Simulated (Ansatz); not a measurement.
Si(NH2)2Cl2 (SiN2Cl2H4), relaxed as a singlet with RKS PBE-D4/def2-SVP in Ansatz, starting from the GFN2-xTB geometry. Force threshold 0.02 eV/Å.

Start:

Cartesian coordinates in Å:
```
Si 0.239 -0.273 0.342
N -1.245 0.577 0.537
H -2.039 0.342 -0.034
H -1.544 0.868 1.454
N 1.014 0.008 -1.159
H 1.276 0.938 -1.435
H 0.847 -0.584 -1.954
Cl 0.022 -2.287 0.436
Cl 1.431 0.412 1.811
```

```tsv
step	energy (eV)	largest force component (eV/Å)	SCF passes
1	-35942.1735	1.209	25
2	-35942.2970	0.156	28
3	-35942.3145	0.415	26
4	-35942.3280	0.685	27
5	-35942.3532	0.619	32
6	-35942.3995	0.124	27
7	-35942.4021	0.026	27
8	-35942.4022	0.007	27
```

Force components are those of the run's own axes.

End:

```csv
atom,x (Å),y (Å),z (Å)
Si1,0.196,-0.273,0.301
N2,-1.223,0.656,0.563
H3,-2.020,0.520,-0.064
H4,-1.524,0.841,1.522
N5,0.745,0.012,-1.300
H6,0.954,0.973,-1.582
H7,1.388,-0.656,-1.729
Cl8,0.010,-2.349,0.429
Cl9,1.476,0.276,1.858
```

By distances, no bond broke or formed. The bond that changes most is Si1–Cl9, from 2.01 to 2.09 Å (atoms count from 1).

No frequencies were taken in this run, so the end may be a saddle point.

It took 7.5 s on 4 threads of Arm Neoverse V2 on a shared host.
